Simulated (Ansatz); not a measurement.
Two isomers of C2H9NOSi: A = `CN[SiH2]OC`, B = `COC(N)[SiH3]`.

Isolated molecules relaxed with PBE0-D4/def2-TZVP in Ansatz; ΔE leaves out vibrations. CBS: MP2 limit from def2 TZ/QZ plus the TZ coupled-cluster correction, frozen cores. Functionals use def2-TZVPP. B3LYP here is the variant with VWN-RPA as its local correlation; programs differ in this. Each species was taken in one conformer, which may not be the lowest.

Task: Which isomer does CCSD(T)/CBS put lower? Give the gap. (Estimate.)

Result: Ansatz gave: A, by 54.5 kcal/mol.

Task: Give E(B) − E(A) in kcal/mol with PBE0-D4, CCSD(T)/def2-TZVPP, PBE-D4, B2PLYP, HF/def2-TZVPP, B3LYP-D4, ωB97M-V. (Best estimate.)

Result: Computed: PBE0-D4 51.4, CCSD(T)/def2-TZVPP 53.7, PBE-D4 48.9, B2PLYP 54.8, HF/def2-TZVPP 58.4, B3LYP-D4 53.6, ωB97M-V 53.5. None reverses the order clearly.

Largest T1 diagnostic: 0.012.

In def2-TZVPP, CCSD(T) changes the Hartree–Fock value by −4.8 kcal/mol (the triples alone add −1.0 kcal/mol) and MP2 by −2.6 kcal/mol. From PBE to PBE0 (25 % exact exchange), in def2-TZVPP and without D4, E(B) − E(A) moves by +2.5 kcal/mol.
